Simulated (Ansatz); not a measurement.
Basis-set extrapolation for BH7SSi2 (`[SiH3]BS[SiH3]`) (PBE0-D4/def2-TZVP geometry, frozen core, Ansatz 0.2.0). Multiplicity 1, RHF reference.

```csv
,def2-TZVPP,def2-QZVPP
HF,-1004.224418,-1004.254631
MP2 correlation,-0.532438,-0.573001
CCSD(T) correlation,-0.626986,not run
```

Energies in hartree. Use E(X) = E(∞) + A·exp(−7.88·√X) for Hartree–Fock and E(X) = E(∞) + B·X^(−2.97) for correlation, with X = 3 and 4, and add CCSD(T) minus MP2 of the smaller set to the MP2 limit.

Q: What is the CCSD(T) energy at the basis-set limit?

A: HF limit: -1004.254631 + (-0.030213) × 0.13774 = -1004.25879. MP2 limit: -0.573001 + (-0.040563) × 0.74074 = -0.60305. Higher-order term: -0.626986 − (-0.532438) = -0.09455. Total: -1004.95639 hartree, 65.9 kcal/mol below CCSD(T)/def2-TZVPP.
